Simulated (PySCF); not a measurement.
# ZnF at PBE0

Level: PBE0. Zn cc-pVDZ-PP with ECP10, F cc-pVDZ; scalar-relativistic core potentials (PySCF 2.14).

For ZnF, the state is ²Σ⁺ (doublet), unpaired electrons σ ↑. The bond length is 1.767 Å. The harmonic wavenumber is 642 cm⁻¹. The force constant is 3.55 mdyn/Å, the rotational constant Be is 0.3687 cm⁻¹ and the anharmonicity ωexe is 3.79 cm⁻¹. The vibration–rotation constant αe is 0.00292 cm⁻¹. The well depth De to Zn + F is 64.6 kcal/mol. The dissociation energy D0 is 63.7 kcal/mol, the bond order (Mayer) is 0.94 and the dipole moment (positive dipole means Zn(−)F(+)) is -2.56 D.

The state is the lowest determinant that a PBE0 search found; another state may lie lower at other levels.
